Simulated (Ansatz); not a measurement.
Ansatz results at the PBE0-D4/def2-TZVP geometry: LUMO energy (PBE0/def2-TZVPP) -2.13 eV; LUMO energy (PBE/def2-TZVPP) -3.00 eV; HOMO energy (B3LYP/def2-TZVPP) -7.85 eV.

Each molecule was computed in one conformer, which needn't be the lowest.

(1) Which molecule gave them?
A. `[OH][In]([SH])[Cl]`
B. `CC(C)(C)[NH][InH2]`
C. `[F][InH][Cl]`
D. `[OH][In]([Cl])[O][SiH3]`

## Answers

(1) A. The others give `[OH][In]([Cl])[O][SiH3]`: -2.46, -3.38, -8.50; `CC(C)(C)[NH][InH2]`: -1.10, -1.77, -6.18; `[F][InH][Cl]`: -1.84, -2.71, -8.81.

B3LYP here is the variant with VWN-RPA as its local correlation; programs differ in this.
